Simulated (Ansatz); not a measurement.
Sb₃⁻. Total charge -1; quintet. Geometry r2SCAN-D4/def2-SVPD.

```xyz
3

Sb   -0.6656    0.8905   -1.8444
Sb    0.0182    0.9024    0.8422
Sb    0.6474   -1.7929    1.0022
```

In the def2 sets Sb takes a core potential; there is no spin–orbit coupling. HSE06 is defined as in plane-wave codes, on full-range PBE exchange. At LDA (SPW92)/def2-TZVPD, PBE-D4/def2-TZVPD, B97M-V/def2-TZVPD, r2SCANh-D4/def2-TZVPD and others the highest occupied level of the charge -1 quintet lies above zero (up to 0.58 eV). It is a level of α spin, whose loss leaves a quartet; that state wasn't run at this geometry and level. The electron is either unbound and held by the finite basis, or the level is raised by self-interaction error. At PBE0-D4/def2-TZVPD a triplet of charge -1 lies 1.49 eV below the quintet, each at its own geometry. The structure comes from a short search, and lower isomers may exist.

Q: Estimate the α-spin orbital energies around the gap (eV) in Ansatz with LDA (SPW92)/def2-TZVPD, PBE-D4/def2-TZVPD, B97M-V/def2-TZVPD, r2SCANh-D4/def2-TZVPD, HSE06-D4/def2-TZVPD.

A: 
```tsv
orbital	LDA (SPW92)/def2-TZVPD	PBE-D4/def2-TZVPD	B97M-V/def2-TZVPD	r2SCANh-D4/def2-TZVPD	HSE06-D4/def2-TZVPD
HOMO−9	-10.36	-10.09	-10.40	-11.33	-11.47
HOMO−8	-9.00	-8.78	-9.04	-10.04	-10.10
HOMO−7	-7.34	-7.06	-7.16	-7.96	-8.03
HOMO−6	-2.46	-2.27	-2.42	-2.83	-2.81
HOMO−5	-2.26	-2.09	-2.24	-2.73	-2.71
HOMO−4	-1.82	-1.70	-1.93	-2.43	-2.40
HOMO−3	-1.04	-0.94	-1.07	-1.55	-1.46
HOMO−2	-0.83	-0.76	-0.95	-1.50	-1.43
HOMO−1	-0.51	-0.45	-0.62	-1.16	-1.06
HOMO	0.47	0.58	0.39	0.08	0.13
LUMO	2.01	2.18	2.26	2.63	2.44
LUMO+1	2.23	2.40	2.46	2.89	2.64
LUMO+2	3.07	3.20	3.12	3.86	3.40
LUMO+3	3.81	3.86	3.94	4.56	4.10
LUMO+4	3.94	4.00	4.01	4.68	4.21
LUMO+5	4.35	4.45	4.41	5.13	4.66
β HOMO	-1.14	-0.87	-0.78	-1.16	-1.05
β LUMO	-0.17	0.19	0.24	0.76	0.59
```
